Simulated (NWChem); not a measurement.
System: MgF cation; SMILES [F][Mg+]

Results from NWChem. Pople sets run with spherical d functions. Geometry: optimised at PBE-D3(BJ)/def2-SVP. Core excitations by TDA in a window of 1s orbitals, non-relativistic and unshifted: absolute energies depend strongly on the exact-exchange share.

Estimate the computed values for F K edge, PBE/6-311G**. Quantities: first 1s excitation (eV); dipole oscillator strength of the first; first state with f > 0.002 (eV); dipole oscillator strength of that state.


```json
{
 "first 1s excitation (eV)": "652.7",
 "dipole_oscillator_strength_of_the_first": "0.0077",
 "first state with f > 0.002 (eV)": "652.7",
 "dipole_oscillator_strength_of_that_state": "0.0077"
}
```
